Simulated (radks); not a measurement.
The numbers below are computed, except where a source is named.
Isoelectronic series with 18 electrons, each ion in its NIST ground configuration. Code: a radial shooting solver on a logarithmic mesh with Libxc functionals. Model: scalar-relativistic Kohn-Sham, PBEsol, spin-polarised, spherical densities, point nucleus. Total energies (hartree) and orbital eigenvalues (eV):

[
 {"ion": "Ar", "configuration": "[Ar]", "E (hartree)": "-528.48401", "3p": "-10.2332", "3s": "-24.2010", "2p": "-229.6579", "2s": "-296.4508"},
 {"ion": "Sc3+", "configuration": "[Ar]", "E (hartree)": "-761.51485", "3p": "-64.5111", "3s": "-86.2562", "2p": "-421.0718", "2s": "-506.8435"},
 {"ion": "Cr6+", "configuration": "[Ar]", "E (hartree)": "-1039.87149", "3p": "-148.4796", "3s": "-178.3904", "2p": "-677.2863", "2s": "-783.5898"},
 {"ion": "Co9+", "configuration": "[Ar]", "E (hartree)": "-1363.79914", "3p": "-260.8350", "3s": "-299.3465", "2p": "-996.7415", "2s": "-1125.470"},
 {"ion": "Zn12+", "configuration": "[Ar]", "E (hartree)": "-1733.68294", "3p": "-401.2436", "3s": "-448.9228", "2p": "-1379.138", "2s": "-1532.664"},
 {"ion": "As15+", "configuration": "[Ar]", "E (hartree)": "-2149.99893", "3p": "-569.6426", "3s": "-627.2225", "2p": "-1824.558", "2s": "-2005.846"},
 {"ion": "Kr18+", "configuration": "[Ar]", "E (hartree)": "-2613.30256", "3p": "-766.0864", "3s": "-834.4968", "2p": "-2333.260", "2s": "-2545.982"}
]
